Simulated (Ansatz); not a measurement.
This geometry of Cl3In + H2 (6 atoms, charge 0, multiplicity 1) is a first-order saddle point.

These are results of RKS B3LYP-D4/def2-SVP in Ansatz, not measurements.

```xyz
6
Properties=species:S:1:pos:R:3
In 0.020 -0.425 -0.155
Cl 0.024 -0.023 2.454
Cl 2.068 0.184 -1.109
Cl -2.056 0.118 -1.087
H 0.055 -2.046 0.844
H 0.048 -1.410 1.724
```

Problem. Which two structures does it join? (They come from a converged band through this point; their orientation in space is the band's.)

Solution. Bonds broken: In1–Cl2, H5–H6. Bonds formed: In1–H5, Cl2–H6. Cl3In + H2 becomes Cl3H2In.

Image 0:

```xyz
6
Properties=species:S:1:pos:R:3
In 0.006 0.217 0.170
Cl 0.001 0.779 2.443
Cl 2.027 0.069 -0.999
Cl -2.015 -0.009 -0.987
H 0.079 -2.468 0.666
H 0.061 -2.190 1.377
```

Image 6:

```xyz
6
Properties=species:S:1:pos:R:3
In 0.029 -0.764 -0.469
Cl 0.020 -0.019 2.405
Cl 1.966 0.471 -1.024
Cl -1.966 0.381 -1.015
H 0.067 -2.431 -0.063
H 0.043 -1.239 2.837
```

Problem. How far does it lie above each of them?

Solution. 124.9 kJ/mol above the first and 68.9 kJ/mol above the second. This is the barrier of this one path; another mechanism may lie lower. The orbitals stay closed-shell, which can raise the energy where a bond breaks towards radicals; this wasn't checked here.

Time of the run: 110 s on 2 threads of Arm Neoverse V1, with other jobs on the host, peak memory 0.21 GiB.
